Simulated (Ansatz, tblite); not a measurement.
Forces on Ca₄Se₃ at its PBE-D4/def2-SVP geometry. Charge 0, multiplicity 1.

The xTB rows come from tblite. The structure comes from a short search, and lower isomers may exist.

GFN1-xTB (tblite), largest force 0.52 eV/Å:

```xyz
7
positions Å, forces eV/Å
Ca    1.032   -1.241   -1.719   -0.274    0.277    0.312
Ca   -0.402    2.020   -1.148    0.050   -0.461    0.181
Ca    0.865    0.092    1.661   -0.108   -0.012   -0.212
Ca   -2.162   -0.940   -0.067    0.449    0.209   -0.063
Se   -1.579    1.408    1.288    0.345   -0.298   -0.256
Se    2.148    1.055   -0.637   -0.448   -0.222    0.153
Se    0.096   -2.395    0.622   -0.013    0.508   -0.114
```

GFN2-xTB (tblite), largest force 0.26 eV/Å:

```
Ca -0.163 0.045 -0.146
Ca -0.099 -0.105 -0.173
Ca -0.020 -0.003 -0.044
Ca -0.018 0.031 -0.221
Se 0.207 -0.071 0.144
Se -0.013 -0.048 0.257
Se 0.106 0.152 0.183
```

PBE-D4/def2-TZVP (Ansatz), largest force 0.03 eV/Å:

```
Ca -0.007 0.002 -0.006
Ca -0.004 -0.005 -0.008
Ca -0.004 -0.004 -0.018
Ca 0.000 0.001 -0.012
Se -0.013 0.017 0.023
Se 0.025 0.015 0.003
Se 0.003 -0.027 0.018
```
